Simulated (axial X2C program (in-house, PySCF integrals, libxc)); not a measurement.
## CuNC⁻: properties at the nuclei

Calculated with an axial X2C code built on PySCF integrals: two-component X2C with atomic mean-field Coulomb and Gaunt terms, Gaussian nuclei, basis Cu dyall-v3z, N dyall-av3z, C dyall-v3z with contracted cores.

Cu–N–C held linear, with bonds 1.868 and 1.170 Å (near the PBE0 minimum at charge -1 of the determinant lowest at the starting distance; the state shown can have its own minimum elsewhere, held linear; other orders of the atoms were not compared).

Input and command:
```json
{"zs": [29, 7, 6], "q": -1, "bas": ["dyall-v3z", "dyall-av3z", "dyall-v3z"], "r0": [1.78, 1.17], "symm": 0, "scan": ["PBE0", "HF", "PBE"], "levels": ["PBE0", "HF", "B3LYP"], "nst": 2}
```
```bash
python solin.py task.json out
```

Keys: zs atomic numbers; q charge; bas basis sets; r0 starting distance in Å; symm equal bonds; scan levels of the two-bond scan; levels methods; nst determinants followed.

Determinant lowest in the PBE0 search, Ω = 1/2 (⟨Sz⟩ = 0.50, ⟨Lz⟩ = 0.00 at PBE0), spin on the atoms Cu 0.48, N 0.02, C 0.00:

```json
{"level": "PBE0", "Eeff magnitude (GV/cm)": "0.914", "Ws magnitude Cu (kHz)": "0.836", "A∥/gI Cu (MHz)": "1400", "qzz Cu (a.u.)": "-0.71", "A∥/gI N (MHz)": "118", "qzz N (a.u.)": "-0.61", "A∥/gI C (MHz)": "7.91", "qzz C (a.u.)": "-0.84"}
{"level": "HF", "Eeff magnitude (GV/cm)": "0.595", "Ws magnitude Cu (kHz)": "0.553", "A∥/gI Cu (MHz)": "882", "qzz Cu (a.u.)": "-1.55", "A∥/gI N (MHz)": "74.8", "qzz N (a.u.)": "-0.78", "A∥/gI C (MHz)": "3.4", "qzz C (a.u.)": "-0.98"}
{"level": "B3LYP", "Eeff magnitude (GV/cm)": "0.969", "Ws magnitude Cu (kHz)": "0.879", "A∥/gI Cu (MHz)": "1470", "qzz Cu (a.u.)": "-0.56", "A∥/gI N (MHz)": "131", "qzz N (a.u.)": "-0.63", "A∥/gI C (MHz)": "8.41", "qzz C (a.u.)": "-0.86"}
```

Determinant 2.16 eV from it at PBE0 and this distance, Ω = 3/2 (⟨Sz⟩ = 0.50, ⟨Lz⟩ = 1.00 at PBE0), spin on the atoms Cu 0.68, N -0.20, C 0.02:

| level | Eeff magnitude (GV/cm) | Ws magnitude Cu (kHz) | A∥/gI Cu (MHz) | qzz Cu (a.u.) | A∥/gI N (MHz) | qzz N (a.u.) | A∥/gI C (MHz) | qzz C (a.u.) |
| --- | --- | --- | --- | --- | --- | --- | --- | --- |
| PBE0 | 0.073 | 0.0118 | 111 | 0.24 | -6.93 | -0.39 | 2.8 | -0.82 |
| HF | 0.0235 | 0.000908 | 52.4 | -0.99 | -8.72 | -0.64 | 1.73 | -0.99 |
| B3LYP | 0.0757 | 0.0128 | 105 | 0.45 | -5.36 | -0.39 | 3.93 | -0.83 |

Eeff is the effective electric field on the electron electric dipole moment in this Ω state and Ws the scalar–pseudoscalar constant of the nucleus named (defined with the proton number Z and per Ω); A∥ (defined per Ω) follows by multiplying with gI = μI/(I μN); qzz is the electric field gradient, eQq0 = 234.96 MHz × Q/barn × qzz. The operators were transformed with the bare-nucleus X2C matrices; with these basis sets, hyperfine constants and field gradients can be off by tens of per cent, and where levels differ in sign neither size nor sign is settled.

(1) With gI(63Cu) = 1.4824, gI(14N) = 0.4038, Q(14N) = 0.02044 barn (g factors from the IAEA table of nuclear moments by Stone; Q from Pyykkö, Mol. Phys. 2018), turn the PBE0 values of the first state into constants in MHz.

The molecule was held linear; bending was not examined, so a bent shape may lie lower.

Each state is one determinant with collinear spin. Unrestricted Hartree–Fock can overshoot spin polarisation at the nuclei. For an anion, determinants above electron detachment, or with a positive highest level, are held by the basis set. Where Eeff spreads by more than a factor of two the levels disagree and none is to be relied on. The search compared states at one distance, so a state with another bond length can lie lower. Where a field gradient or hyperfine factor spreads by more than a factor of two over the levels, a constant derived from it is not to be relied on. PBE0 term energies can be off by some tenths of an eV.

Results:

(1) A∥(63Cu) = 1400 × 1.4824 = 2080 MHz; A∥(14N) = 118 × 0.4038 = 47.6 MHz; eQq0(14N) = 234.96 × (0.02044) × (-0.61) = -2.93 MHz.
